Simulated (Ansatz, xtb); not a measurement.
Two isomers of H4Se3Si

We compare a, `[SeH][SiH]([SeH])[SeH]`, a singlet, with b, `[SeH][SiH2][Se][SeH]`, a singlet. Both are isolated molecules in the gas phase, relaxed with PBE0-D4/def2-SVP; the shapes shown needn't be the lowest conformers.

a (Å):

```xyz
8

Se   -1.5261    1.1010   -1.2130
Se    2.0116    0.0802   -1.0265
Se   -0.6204   -2.1432    0.2856
Si    0.0187    0.0326    0.0750
H    -0.9592    2.4322   -0.9296
H     0.1360    0.6830    1.4123
H     2.7584   -0.4300    0.1379
H    -1.7268   -1.8128    1.2024
```

b (Å):

```xyz
8

Se   -1.7871    1.3666   -0.5323
Se    0.9587    0.7932   -3.1658
Se   -0.8036   -0.4490   -4.0962
Si    0.2635    0.5000   -0.9963
H    -2.4452    0.3781   -1.4041
H     0.2951   -0.9588   -0.6911
H     1.2311    1.2529   -0.1452
H    -0.1295   -1.7595   -4.0174
```

Q: Estimate which is lower in electronic energy at CCSD(T)/def2-SVP + ΔMP2/def2-TZVPP, and by roughly how much.

A: The CCSD(T)/def2-SVP + ΔMP2/def2-TZVPP calculation puts structure a lower, by 0.625 eV.

The same difference at several levels:

```csv
level,geometry,E(b) − E(a) (eV),departure from the last row (eV),"job, with rough time for the two"
PBE0-D4/def2-SVP,PBE0-D4/def2-SVP,+0.606,−0.019,"optimisation, 3.6 min"
HF/def2-SVP,PBE0-D4/def2-SVP,+0.629,+0.004,part of the CCSD(T) run
MP2/def2-SVP,PBE0-D4/def2-SVP,+0.666,+0.041,part of the CCSD(T) run
CCSD(T)/def2-SVP,PBE0-D4/def2-SVP,+0.611,−0.014,single point
CCSD(T)/def2-SVP + ΔMP2/def2-TZVPP,PBE0-D4/def2-SVP,+0.625,,"single point, 1.7 min"
```

As drawn, b has 1 Se–Se, 1 Si–H in place of 1 Se–Si, 1 Se–H.

The levels shown agree on the order. The largest departure from CCSD(T)/def2-SVP + ΔMP2/def2-TZVPP is that of MP2/def2-SVP, 0.041 eV. Levels run at GFN2-xTB geometries aren't shown. The last row adds to CCSD(T) the change of the MP2 difference between the two basis sets, here +0.014 eV.

With thermal terms from frequencies at re-optimised GFN2-xTB minima (ideal gas, soft modes damped towards free rotors, one conformer each, 298.15 K, 1 atm): the zero-point term adds +0.036 eV; ΔH is +0.645 and ΔG +0.672 eV.

The correlated steps freeze 32 core orbitals; the filled d shell of Se is correlated, in a basis made for valence electrons. Programs: Ansatz 0.2.0, xtb 6.7.1; the last row on 2 threads of Arm Neoverse V2 on a shared host.
